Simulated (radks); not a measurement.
Task: Valence configurations of Ar II (all share [Ne]). Method: Dirac Kohn-Sham, BLYP, spin-unpolarised, spherical densities, finite nucleus; open shells fill j = l - 1/2 first; Fermi nuclear charge, rms radius 3.4274 fm; computed with a radial shooting solver on a logarithmic mesh with Libxc functionals. Order these by energy: 3s2 3p5; 3s1.5 3p5.5; 3s1 3p6.

Result: From the lowest, in eV above it: 3s2 3p5 0.000; 3s1.5 3p5.5 7.316; 3s1 3p6 14.652. NIST lists [Ne] 3s2 3p5 as the ground configuration; this level of theory agrees among the configurations tried. The energies are those of spherical spin-averaged densities, not of single terms.
